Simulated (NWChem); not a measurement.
System: C4H6O; SMILES C=C1COC1

NWChem input:

```
start job
memory heap 200 mb stack 900 mb global 1100 mb
geometry units angstroms noautosym nocenter noautoz
  C      0.000000     0.000000    -1.932405
  C      0.000000     0.000000    -0.595486
  C      0.000000     1.038330     0.505233
  O      0.000000     0.000000     1.513282
  C      0.000000    -1.038330     0.505233
  H      0.000000    -0.941420    -2.503669
  H      0.000000     0.941420    -2.503669
  H     -0.904527     1.689838     0.558661
  H      0.904527     1.689838     0.558661
  H      0.904527    -1.689838     0.558661
  H     -0.904527    -1.689838     0.558661
end
basis spherical
  C library def2-svp
  O library def2-svp
  H library def2-svp
end
dft
  xc pbe0
  iterations 150
end
cosmo
  do_cosmo_smd true
  solvent water
end
task dft energy
```

Geometry: optimised at PBE-D3(BJ)/def2-SVP. Solvent: water.

Level: PBE0/def2-SVP with SMD (1 M gas to 1 M solution), gas-phase geometry.

### Question
Predict the main results of this run. (PBE0/def2-SVP, SMD on the gas-phase geometry.) Quantities: solvation free energy (kcal/mol); cavity-dispersion-structure term (kcal/mol); dipole in solution (D).

### Answer
```json
{
 "solvation free energy (kcal/mol)": "-2.7",
 "cavity-dispersion-structure term (kcal/mol)": "3.3",
 "dipole in solution (D)": "2.12"
}
```
